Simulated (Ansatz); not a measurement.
Gas-phase electronic energies from Ansatz, PBE0-D4/def2-TZVP geometries. CCSD(T)/CBS adds triple-zeta CCSD(T) − MP2 to the extrapolated MP2 energy (def2 sets, frozen cores). DFT in def2-TZVPP. B3LYP here is the variant with VWN-RPA as its local correlation; programs differ in this. For Ge outer-core shells are correlated without core-valence functions, which leaves a few kJ/mol of doubt a bond. Scalar relativity is left out up to krypton. One conformer a species, not always the lowest.

`C[SiH2][NH][GeH3]` + `N=CBO` → `OB/C=[N]/[GeH3]` + `C[SiH2]N`  (ligand exchange at a Ge–N bond)

(1) Is it downhill or uphill in electronic energy at CCSD(T)/CBS, and by how much? (Estimate.)

(2) What do these levels give: B3LYP-D4, B2PLYP, r2SCAN, PBE0, B3LYP, CCSD/CBS(def2)? (An estimate is asked.)

Largest T1 diagnostic among the species: 0.014.

Results:

(1) The calculation gave: Uphill: ΔE = +0.27 eV.

(2) The calculation gave: B3LYP-D4 0.22, B2PLYP 0.22, r2SCAN 0.22, PBE0 0.23, B3LYP 0.18, CCSD/CBS(def2) 0.27 eV.

In def2-TZVPP, CCSD(T) changes the Hartree–Fock value by +0.06 eV (the triples alone add +0.00 eV) and MP2 by +0.04 eV. From PBE to PBE0 (25 % exact exchange), in def2-TZVPP and without D4, ΔE moves by +0.04 eV. The D4 term adds +0.04 eV with B3LYP and +0.02 eV with PBE0; it sums over pairs of atoms, weighted by their polarisabilities, and B3LYP, whose exchange is more repulsive, gets the larger term.
